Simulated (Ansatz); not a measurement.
Relaxation of Cl₃F₂Zr (6 atoms, charge 0, multiplicity 2), to a largest force component of 0.03 eV/Å in at most 50 steps.

Theory: Ansatz 0.2.0, UKS PBE-D4/def2-SVP.

```xyz
6
Properties=species:S:1:pos:R:3
Zr 0.010 0.018 -0.555
Cl 0.031 0.056 3.151
Cl 2.329 0.008 -0.835
Cl -1.156 2.021 -0.836
F -0.935 -1.623 -0.673
F -0.021 -0.040 4.751
```

**Question.** Where does it end, and by what steps?

**Answer.** The run converged. The force dipped under the threshold on the way, but the program's further checks kept it going. After 37 steps the energy has fallen by 5.034 eV; F6 moved furthest, 2.55 Å. Parted: Cl2–F6 (1.60 → 3.16 Å). Joined: Zr1–Cl2 (3.71 → 2.57 Å), Zr1–F6 (5.31 → 1.90 Å).

```json
{"step": "0", "energy less start (eV)": "0.0000", "largest force component (eV/Å)": "3.509", "accepted": "yes"}
{"step": "2", "energy less start (eV)": "-0.7399", "largest force component (eV/Å)": "3.967", "accepted": "yes"}
{"step": "4", "energy less start (eV)": "-1.7619", "largest force component (eV/Å)": "3.233", "accepted": "yes"}
{"step": "6", "energy less start (eV)": "-2.3679", "largest force component (eV/Å)": "0.218", "accepted": "yes"}
{"step": "8", "energy less start (eV)": "-2.4242", "largest force component (eV/Å)": "0.172", "accepted": "yes"}
{"step": "10", "energy less start (eV)": "-2.4874", "largest force component (eV/Å)": "0.460", "accepted": "yes"}
{"step": "12", "energy less start (eV)": "-2.5924", "largest force component (eV/Å)": "0.154", "accepted": "yes"}
{"step": "14", "energy less start (eV)": "-2.7216", "largest force component (eV/Å)": "0.310", "accepted": "yes"}
{"step": "16", "energy less start (eV)": "-3.0050", "largest force component (eV/Å)": "0.748", "accepted": "yes"}
{"step": "18", "energy less start (eV)": "-3.6924", "largest force component (eV/Å)": "1.387", "accepted": "yes"}
{"step": "20", "energy less start (eV)": "-4.2770", "largest force component (eV/Å)": "1.199", "accepted": "yes"}
{"step": "22", "energy less start (eV)": "-4.3852", "largest force component (eV/Å)": "0.126", "accepted": "yes"}
{"step": "24", "energy less start (eV)": "-4.3893", "largest force component (eV/Å)": "0.045", "accepted": "yes"}
{"step": "26", "energy less start (eV)": "-4.4976", "largest force component (eV/Å)": "1.049", "accepted": "yes"}
{"step": "28", "energy less start (eV)": "-4.9406", "largest force component (eV/Å)": "0.289", "accepted": "yes"}
{"step": "30", "energy less start (eV)": "-5.0294", "largest force component (eV/Å)": "0.266", "accepted": "yes"}
{"step": "32", "energy less start (eV)": "-5.0329", "largest force component (eV/Å)": "0.034", "accepted": "yes"}
{"step": "34", "energy less start (eV)": "-5.0335", "largest force component (eV/Å)": "0.032", "accepted": "yes"}
{"step": "36", "energy less start (eV)": "-5.0338", "largest force component (eV/Å)": "0.027", "accepted": "yes"}
{"step": "37", "energy less start (eV)": "-5.0339", "largest force component (eV/Å)": "0.007", "accepted": "yes"}
```

```xyz
6
Properties=species:S:1:pos:R:3
Zr 0.067 -0.255 0.837
Cl 0.171 1.937 2.176
Cl 2.148 -0.520 -0.197
Cl -1.045 1.814 -0.196
F -1.187 -1.331 -0.100
F 0.103 -1.205 2.483
```

Whether the end is a true minimum wasn't checked by a vibrational analysis.

Time of the run: 120 s on 4 threads of Arm Neoverse V1, on a shared host, peak memory 0.25 GiB.
